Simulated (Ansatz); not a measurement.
The cluster Mg4N2⁺, relaxed as a doublet with UKS PBE-D4/def2-SVP in Ansatz, starting from the GFN2-xTB geometry. Force threshold 0.02 eV/Å.

The relaxation made no stability test and no search for a lower SCF solution. The structure comes from a short search, and lower isomers may exist.

Start:

```xyz
6

Mg    2.1599   -0.4019   -2.4526
Mg    0.6607   -0.9129    0.3594
Mg   -2.1125    1.9111   -0.6135
Mg    0.8760   -1.4681    2.8763
N    -0.5219    0.2246   -0.6765
N    -1.0622    0.6471    0.5070
```

```tsv
step	energy (eV)	largest force component (eV/Å)	SCF passes
1	-24723.2109	3.376	80
2	-24723.6643	2.511	42
3	-24724.0033	0.848	45
4	-24724.1633	0.810	39
5	-24724.3469	0.625	37
6	-24724.4902	1.529	37
7	-24724.5786	0.912	38
8	-24724.6806	0.428	35
9	-24724.7493	0.374	35
10	-24724.7554	1.041	35
11	-24724.7622	1.019	32
12	-24724.7782	0.687	26
13	-24724.8008	0.090	30
14	-24724.8110	0.167	31
15	-24724.8157	0.014	25
16	-24724.8160	0.129	24
17	-24724.8161	0.061	23
18	-24724.8163	0.007	26
```

Force components are those of the run's own axes.

End:

```xyz
6

Mg    2.9019   -1.0536   -2.8724
Mg    1.2537   -0.7996   -0.2869
Mg   -2.4280    1.8140   -0.1643
Mg    0.0977   -0.9339    2.3710
N    -0.6459    0.4956   -0.0768
N    -1.1795    0.4775    1.0295
```

Bonds lost: Mg2–N6 (atoms count from 1). Bonds formed: Mg4–N6 (atoms count from 1).

The force fell under the threshold at step 15, but the optimiser went on. No frequencies were taken in this run, so the end may be a saddle point.

Hardware: 4 threads of Arm Neoverse V2 on a shared host. Wall time 30 s.
